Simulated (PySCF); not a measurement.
The free ion Pd2+ in its d8 configuration.

Method (PySCF 2.14, density fitting): CASSCF(8,5) with orbitals averaged over all microstates of the shell, strongly contracted NEVPT2 on the averaged canonical orbitals; basis x2c-TZVPall; spin-free X2C; gas phase; spin-orbit coupling by state interaction with the mean-field operator over all roots.

Question: What is the ground state?

Answer: 3F (S = 1, orbital degeneracy 7), by NEVPT2.

Question: List the excited states of the same spin.

Answer: By NEVPT2: 3P at 12191 cm⁻¹ (820 nm).

Question: Which is the lowest state of another spin?

Answer: 1D at 10696 cm⁻¹ by NEVPT2; CASSCF alone puts it at 12363 cm⁻¹ above the same ground state.

Question: What magnetic behaviour follows?

Answer: The lowest spin-orbit level is 9-fold with J = 4; the next lies at 3121.4 cm⁻¹. μeff is 5.59 μB at 300 K and 5.59 μB at 10 K; the free-ion value g_J√(J(J+1)) for the Hund's-rule level J = 4 is 5.59 μB.

The job took 3.3 s on one thread of Arm Neoverse V1 (shared host), with 63 basis functions, launched as `OMP_NUM_THREADS=1 python lf_run.py task.json out`.
